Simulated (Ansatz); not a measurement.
Geometry optimisation, RKS PBE0-D4/6-31G* in Ansatz 0.2.0.

Input file:

```yaml
crystal:
  periodic: [false, false, false]
  atoms:
    - { symbol: Si, position_ang: [0.0, 0.0, 0.0] }
    - { symbol: H, position_ang: [0.8436, 0.0, 1.4296] }
    - { symbol: O, position_ang: [1.8237, 0.0, 0.457] }
    - { symbol: H, position_ang: [2.14, -0.9521, 0.3404] }
    - { symbol: O, position_ang: [-0.7913, 1.3709, -0.5594] }
    - { symbol: H, position_ang: [-1.7491, 1.1401, -0.7818] }
    - { symbol: O, position_ang: [-0.7913, -1.3709, -0.5594] }
    - { symbol: H, position_ang: [-1.2459, -1.8365, 0.2129] }
basis:
  gaussian: { orbitals: "6-31G*" }
hamiltonian:
  xc: pbe0
  dispersion: d4
relax:
  f_tol: 0.15
  max_steps: 25
  restrain:
    - { distance: [1, 2], at: 2.21, k: 30.0 }
    - { distance: [0, 1], at: 1.46, k: 30.0 }
    - { distance: [0, 2], at: 1.68, k: 30.0 }
output:
  orbitals: {}
```

Run as:

```bash
$ ansatz run input.yaml --threads 2 --pin off --max-ram 3072MiB --backend cpu --events-out ev --progress --plain --runs-dir out
```

Q: Where does it end, and by what steps?

A: It converged. The restraints hold the end off the free minimum. After 17 steps the energy has fallen by 4.342 eV (the restraints' own energy left out); O3 moved furthest, 0.95 Å.

| step | energy less start (eV) | largest force component (eV/Å) | accepted |
| --- | --- | --- | --- |
| 0 | 0.0000 | 4.208 | yes |
| 1 | -1.6109 | 3.100 | yes |
| 2 | -2.8287 | 2.165 | yes |
| 3 | -3.9000 | 1.250 | yes |
| 4 | -4.1407 | 1.166 | yes |
| 5 | -4.2248 | 1.167 | yes |
| 6 | -4.2285 | 1.076 | yes |
| 7 | -4.1727 | 1.006 | no |
| 8 | -4.2387 | 1.028 | yes |
| 9 | -4.2306 | 1.003 | no |
| 10 | -4.2458 | 1.016 | yes |
| 11 | -4.2571 | 1.020 | yes |
| 12 | -4.2747 | 1.010 | yes |
| 13 | -4.2968 | 0.996 | yes |
| 14 | -4.3367 | 1.007 | yes |
| 15 | -3.9635 | 2.832 | no |
| 16 | -4.3321 | 1.396 | no |
| 17 | -4.3423 | 1.002 | yes |

```xyz
8
Properties=species:S:1:pos:R:3
Si -0.010 -0.079 0.270
H 0.411 0.043 1.654
O 1.489 -0.565 -0.234
H 2.166 -0.316 0.402
O -0.583 1.343 -0.311
H -1.271 1.254 -0.981
O -1.137 -1.207 -0.135
H -0.835 -2.121 -0.127
```

Run time: 22 s on 2 threads of Arm Neoverse V2, on a shared host, peak memory 0.13 GiB.
